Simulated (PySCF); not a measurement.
# Static response to an electric field

Species: C₇H₉NO.
Cartesian coordinates in Å at the GFN2-xTB level; atoms count from 1:
```
atom  x, y, z in Å
N1     2.7973   -0.5120    0.0649
C2     1.5655   -0.4560    0.2845
C3     0.6950    0.4155   -0.5719
C4    -0.3031   -0.4452   -1.3581
C5    -1.3994   -0.9674   -0.4927
C6    -1.7190   -0.4427    0.6889
C7    -1.0280    0.7273    1.2499
O8    -1.2388    1.1334    2.3707
C9    -0.0664    1.4149    0.3020
H10    3.3330   -1.1209    0.6797
H11    1.0365   -1.0052    1.0759
H12    1.3495    0.9487   -1.2671
H13    0.2172   -1.2753   -1.8421
H14   -0.7517    0.1589   -2.1549
H15   -1.9500   -1.8157   -0.8783
H16   -2.5051   -0.8620    1.3005
H17   -0.6622    2.0715   -0.3394
H18    0.6212    2.0383    0.8759
```

Level: PBE0/def2-SVPD (PySCF), static field, nuclei fixed, core orbitals frozen in the response. The polarisability tensor in these axes (au):

```
x   94.16 -0.06 -6.75
y   -0.06 79.47 10.02
z   -6.75 10.02 93.39
```

Question: Diagonalise the tensor; give its mean and Δα, where Δα² is half the sum of the squared differences of the eigenvalues.

Answer: Principal values 73.73, 90.37 and 102.91 au; mean 89.00 au = 13.19 Å³ = 14.67 × 10⁻⁴⁰ C²·m²/J; Δα = 25.35 au (28 % of the mean).

Question: What is the dipole moment, and where does it point?

Answer: (-0.65, -1.97, -2.70) D, 3.41 D in size, pointing from the negative to the positive side. Measured along this direction, the outermost atoms are O8 at the negative end and H13 and H15 at the positive end.

Question: What would n − 1 = 2πNα be for an ideal gas of these molecules at 400 K and 1 atm, electronic part alone?

Answer: N = p/kT = 1.8347 × 10¹⁹ cm⁻³, so n − 1 = 2π × N × 13.19 × 10⁻²⁴ cm³ = 1520 × 10⁻⁶ at long wavelengths, for an ideal gas.

Question: Find the Langevin capture rate constant for NO+ (29.998 u) meeting this molecule (123.068 u), k = 2.342 × 10⁻⁹ cm³/s × √(α in Å³ / reduced mass in u).

Answer: The reduced mass is 24.12 u, so k = 1.73 × 10⁻⁹ cm³/s. The formula leaves out the permanent dipole, which adds to the capture rate.

Question: What are the principal values of the traceless quadrupole moment, Θ = ½Σq(3rr − r²1), about the centre of nuclear charge?

Answer: -17.38, 5.36, 12.02 D·Å. The values depend on the origin, since the dipole doesn't vanish. The electronic extent ⟨r²⟩ about the same centre is 1137 bohr², a root-mean-square distance of 2.20 Å for the 66 electrons.

Isolated species at its GFN2-xTB geometry (one conformer only).
